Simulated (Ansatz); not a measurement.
Cost and result for the atomization energy of C3H6BF, SMILES `FB1CCC1` (11 atoms, 11 bonds).

Cartesian coordinates in Å:
```
F -1.754 -1.085 1.363
B -0.761 -0.595 0.646
C -0.488 -0.530 -0.900
C 0.501 0.613 -0.522
C 0.477 0.302 1.005
H 0.038 -1.415 -1.271
H -1.292 -0.299 -1.600
H 1.483 0.560 -0.996
H 0.072 1.594 -0.733
H 1.348 -0.285 1.313
H 0.376 1.141 1.695
```

Charge 0, multiplicity 1. The geometry is a stationary point of PBE0-D4/def2-TZVP. Program: Ansatz. All runs use 4 threads of an Arm Neoverse V2 on a shared host. Times are those of one run each, without the atoms' runs, and a repeat can differ threefold. Electronic energies, without spin–orbit coupling; frozen cores. CCSD(T)/CBS adds CCSD(T) − MP2 in def2-TZVPP to the MP2 limit, and its time is that of the two runs behind it. T1 = 0.011. B3LYP takes the VWN-RPA correlation (the form of Gaussian; ORCA's B3LYP/G).

CCSD(T)/CBS is a level of theory with its own doubt, some kJ/mol a heavy atom from the limit and from the frozen cores, so smaller differences don't rank the functionals.

| level | functions | wall time | atomization (kJ/mol) | difference from CCSD(T)/CBS | per bond |
| --- | --- | --- | --- | --- | --- |
| PBE0-D4/def2-TZVPP | 239 | 1.7 s | 4642.9 | 62.7 | 5.7 |
| PBE-D4/def2-TZVPP (with forces) | 239 | 1.8 s | 4709.6 | 129.4 | 11.8 |
| B3LYP-D4/def2-TZVPP (with forces) | 239 | 2.6 s | 4593.5 | 13.3 | 1.2 |
| r2SCAN-D4/def2-TZVPP (with forces) | 239 | 3.2 s | 4621.4 | 41.2 | 3.7 |
| B2PLYP/def2-TZVPP | 239 | 3.2 s | 4558.1 | -22.1 | -2.0 |
| ωB97X-V/def2-TZVPP | 239 | 4.8 s | 4603.5 | 23.3 | 2.1 |
| ωB97M-V/def2-TZVPP (with forces) | 239 | 7 s | 4615.4 | 35.2 | 3.2 |
| MP2/def2-QZVPP | 465 | 13 s | 4634.8 | 54.6 | 5.0 |
| CCSD(T)/def2-TZVPP | 239 | 78 s | 4484.5 | -95.7 | -8.7 |
| CCSD(T)/CBS(def2) | – | 91 s | 4580.2 | 0.0 | 0.0 |

From PBE to PBE0 (25 % exact exchange), in def2-TZVPP and without D4, the atomization energy moves by −63.6 kJ/mol: exact exchange takes away binding that semilocal exchange gives to molecules. The D4 term adds +28.9 kJ/mol with B3LYP and +14.9 kJ/mol with PBE0; it sums over pairs of atoms, weighted by their polarisabilities, and B3LYP, whose exchange is more repulsive, gets the larger term. In def2-TZVPP, CCSD(T) changes the Hartree–Fock value by +988.1 kJ/mol (the triples alone add +60.1 kJ/mol) and MP2 by +1082.1 kJ/mol; breaking electron pairs costs correlation energy, which Hartree–Fock lacks.
